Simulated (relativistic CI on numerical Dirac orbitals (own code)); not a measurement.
# Hyperfine structure of In4+, mass number 115

Method of calculation: Dirac-Coulomb-Breit CI, separate exchange-only KLI orbitals for each configuration, model QED, valence Slater integrals scaled by 0.85, P86 correlation energy added to each configuration (own radial code, finite nucleus).

Configurations in the expansion (outside the closed core [Ar] 3d10): 4s²4p⁶4d⁹, 4s²4p⁶4d⁸5s, 4s²4p⁶4d⁸4f, 4s²4p⁶4d⁸5p, 4s²4p⁵4d¹⁰, 4s²4p⁶4d⁸5d, 4s²4p⁶4d⁸6s, 4s²4p⁶4d⁸6p, 4s²4p⁶4d⁸6d, 4s²4p⁶4d⁷5s5p, 4s²4p⁶4d⁸5f, 4s²4p⁶4d⁸5g, 4s²4p⁶4d⁸6f, 4s4p⁶4d¹⁰, 4s²4p⁶4d⁷5s², 4s²4p⁶4d⁶4f5s², 4s²4p⁶4d⁶5s²5p, 4s²4p⁶4d⁶5s²5d, 4s²4p⁶4d⁶5s²6s. Double excitations out of closed p, d and f shells are left out; levels of such configurations are missing from the list, as are those of other unlisted configurations, and high levels can miss mixing partners.

Nuclear spin I = 9/2, μ = 5.5326 μN, Q = 0.772 b (tables of Stone and Pyykkö). The electronic factors are computed for point nuclear moments, without core polarisation; leaving it out makes A of s and p electrons in near-neutral atoms 20 to 40 % too small, and it can dominate for d and f shells.

```csv
Level,E (eV),A (MHz),B (MHz)
4s²4p⁶4d⁹ ²D5/2,0.0000,1052,-1330
4s²4p⁶4d⁹ ²D3/2,0.8595,2559,-1010
4s²4p⁶4d⁸5s ⁴F9/2,20.6222,4435,-734
4s²4p⁶4d⁸5s ⁴F7/2,21.0599,719.2,-511
4s²4p⁶4d⁸5s ⁴F5/2,21.5133,741.6,-200
4s²4p⁶4d⁸5s ⁴F3/2,21.7039,-3870,-157
4s²4p⁶4d⁸5s ²F7/2,21.9881,2856,-690
4s²4p⁶4d⁸5s ⁴P1/2,23.2555,16730,
```

Levels with J = 0, under 50 % of one LS term, or S terms without an open s electron are left out. Small factors come from cancelling terms and can be off by tens of per cent or more.

At this charge configurations can still be misplaced by up to about 7 % of their energy. 35 of the 69 excited levels that our extract of the measured tables holds in this range could be paired (the sources list more); they are missed by 4797 cm⁻¹ on average and 7291 at most, and levels without a partner can miss by more.

(1) Give the hyperfine levels of 4s²4p⁶4d⁹ ²D5/2 relative to its centre of gravity.

## Answers

(1) With K = F(F + 1) − I(I + 1) − J(J + 1), E = AK/2 + B[¾K(K + 1) − I(I + 1)J(J + 1)]/[2I(2I − 1)J(2J − 1)]: F = 2: -15080, F = 3: -11520, F = 4: -6936, F = 5: -1453, F = 6: 4761, F = 7: 11510 MHz.

LS names give the leading component of a level, which can be under half, so a name can repeat, a term be missing and a line seem to break the LS rules.
